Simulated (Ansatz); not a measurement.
`O[BH][GeH3]` + BH₃ → `B[BH][GeH3]` + H₂O  (formal exchange of groups at a B–O bond)

Calculated with Ansatz (gas phase, PBE0-D4/def2-TZVP geometries, no zero-point term in ΔE). CCSD(T)/CBS is the MP2 limit (def2-TZVPP, def2-QZVPP) plus CCSD(T) − MP2 in def2-TZVPP, frozen cores. This one scheme is used for every species. DFT in def2-TZVPP. For Ge outer-core shells are correlated without core-valence functions, which leaves a few kJ/mol of doubt a bond. Scalar relativity is left out up to krypton. One conformer a species, not always the lowest.

| level | ΔE (eV) |
| --- | --- |
| B97M-V | 1.12 |
| PBE0-D4 | 1.15 |
| PBE | 1.10 |
| revPBE | 1.11 |
| LC-ωPBE | 1.26 |
| HF/def2-TZVPP | 1.48 |
| SCS-MP2/def2-TZVPP | 1.40 |
| MP2/CBS(def2) | 1.29 |

**Question.** What does CCSD(T)/CBS give? (Estimate.)

**Answer.** Computed: +1.25 eV. The listed levels differ from it by -0.13, -0.10, -0.15, -0.14, 0.01, 0.23, 0.15, 0.04 eV.

Largest T1 diagnostic among the species: 0.013.

From r2SCAN to r2SCAN0 (25 % exact exchange), in def2-TZVPP and without D4, ΔE moves by +0.05 eV. Leaving LDA and LC-ωPBE aside and taking each functional with its dispersion term where it has one, the values, not all of them listed here, spread over 0.25 eV, from PBE-D4 to CAM-B3LYP-D4. At CCSD(T), def2-SVP lies +0.35 eV from the extrapolated value and def2-TZVPP +0.06 eV.
